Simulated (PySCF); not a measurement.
Start geometry of 1,4-bis(methylsulfanyl)benzene, `CSC1=CC=C(SC)C=C1` from GFN2-xTB (Å):
```
atom  x, y, z in Å
C1    -4.0496    0.0200   -0.1465
S2    -2.8763   -1.1115   -0.9460
C3    -1.2907   -0.4554   -0.5226
C4    -1.0945    0.6505    0.2948
C5     0.1868    1.0838    0.5673
C6     1.2916    0.4260    0.0356
S7     2.8751    1.0834    0.4632
C8     4.0479    0.0158   -0.4187
C9     1.0957   -0.6804   -0.7810
C10   -0.1859   -1.1130   -1.0549
H11   -3.9347   -0.0224    0.9329
H12   -5.0354   -0.3397   -0.4251
H13   -3.9064    1.0293   -0.5214
H14   -1.9266    1.1851    0.7235
H15    0.3422    1.9429    1.2020
H16    3.9842   -1.0006   -0.0409
H17    5.0301    0.4269   -0.2069
H18    3.8548    0.0554   -1.4866
H19    1.9282   -1.2140   -1.2102
H20   -0.3418   -1.9713   -1.6907
```

Task: What comes out of this run: PBE0-D3(BJ)/def2-SVP geometry optimisation, gas phase (PySCF 2.14.0)?

Result: 
```
atom  x, y, z in Å
C1    -4.034   -0.001   -0.122
S2    -2.899   -1.124   -0.948
C3    -1.315   -0.473   -0.528
C4    -1.098    0.642    0.291
C5     0.194    1.076    0.564
C6     1.310    0.415    0.033
S7     2.896    1.059    0.453
C8     4.024   -0.029   -0.426
C9     1.093   -0.700   -0.785
C10   -0.200   -1.133   -1.060
H11   -3.913   -0.027    0.971
H12   -5.041   -0.362   -0.373
H13   -3.928    1.030   -0.489
H14   -1.936    1.187    0.728
H15    0.339    1.949    1.206
H16    3.949   -1.068   -0.074
H17    5.032    0.346   -0.201
H18    3.868    0.013   -1.514
H19    1.930   -1.246   -1.220
H20   -0.345   -2.005   -1.703
```

The energy falls by 0.068 eV over 5 energy and gradient evaluations, the largest force component goes from 0.0146 to 3.5e-04 Eh/bohr, and the atoms move by 0.026 Å rms after alignment. Among the bonds, C1–S2 and S7–C8 change most and about equally (-0.018 to -0.017 Å). Bonds longer at the end by more than 0.005 Å: 16 of 20; shorter: 2. Rotational constants go from 3382, 433.2, 385.9 to 3359, 431.4, 384.3 MHz. The orientation of the end geometry is arbitrary; only internal coordinates are fixed.

The run used 198 basis functions and 36 SCF cycles in all.

Stationary, but not proved a minimum. The numbers are those of one conformer.
